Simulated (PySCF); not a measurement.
Run record: geometry optimisation, SnCl(SiH3)3, `[SiH3][Sn]([SiH3])([SiH3])[Cl]`.

Method: PBE0-D3(BJ)/def2-SVP geometry optimisation, gas phase, def2 core potentials past Kr (PySCF 2.14.0). Start geometry: GFN2-xTB. A driver script takes a list of jobs; this job's settings line and coordinates (Å) are shown.

Input:
```
{"job": {"xc": "PBE0", "basis": "def2-SVP", "d3": "d3bj", "grid": 1, "maxiter": 30, "shake": 0.03, "kind": "geom"}, "charge": 0, "multiplicity": 1}
Sn     0.035380    -0.066340     0.306050
Cl     0.017300     0.033070     2.680060
Si     2.450260    -0.017490    -0.268150
H      2.773150     0.001410    -1.707100
H      3.145390    -1.234690     0.244340
H      3.179100     1.178570     0.287710
Si    -1.242750     2.239270    -0.150190
H     -0.418200     3.395280     0.277560
H     -2.575510     2.308840     0.571580
H     -1.494790     2.375600    -1.561930
Si    -1.287870    -2.248520    -0.066460
H     -0.546460    -3.332520     0.593630
H     -1.360250    -2.488350    -1.558040
H     -2.694170    -2.187940     0.394150
```

Output:
```
step   0  E = -1547.49863995  max force = 0.028317
step   1  E = -1547.50620254  max force = 0.006340
step   2  E = -1547.50696412  max force = 0.003042
step   3  E = -1547.50715371  max force = 0.001336
step   4  E = -1547.50721743  max force = 0.001316
step   5  E = -1547.50729297  max force = 0.001366
step   6  E = -1547.50730216  max force = 0.000787
step   7  E = -1547.50730227  max force = 0.000274
optimisation converged
```

Energies in Eh; «max force» is the largest Cartesian gradient component in Eh/bohr.

Task: How much energy does the optimisation release, in eV?

Result: E(step 0) − E(last step) = 0.008662 Eh, which is 0.236 eV.

In short: final energy -1547.50730 Eh after 7 steps; dipole 2.53 D.

Task: Where do the atoms end?

Result: 0.149 Å rms from the input after alignment:
```
atom  x, y, z in Å
Sn1    0.0287    0.0107    0.4776
Cl2    0.1690    0.0451    2.8599
Si3    2.4775   -0.0242   -0.3015
H4     2.5206   -0.0152   -1.7968
H5     3.1475   -1.2614    0.1990
H6     3.1925    1.1796    0.2170
Si7   -1.2520    2.1522   -0.1380
H8    -0.4746    3.3564    0.2797
H9    -2.5859    2.1516    0.5319
H10   -1.4458    2.1829   -1.6214
Si11  -1.2620   -2.1424   -0.0756
H12   -0.5632   -3.3218    0.5157
H13   -1.3179   -2.2979   -1.5627
H14   -2.6538   -2.0594    0.4585
```

Hardware: one thread, Intel Xeon Platinum 8488C (x86_64), no GPU, shared host with 192 logical CPUs at a one-minute load of 14. Cost: 84 s, 0.56 GiB resident at most.
Labels such as C1 count atoms from 1, the log's own numbers from 0.
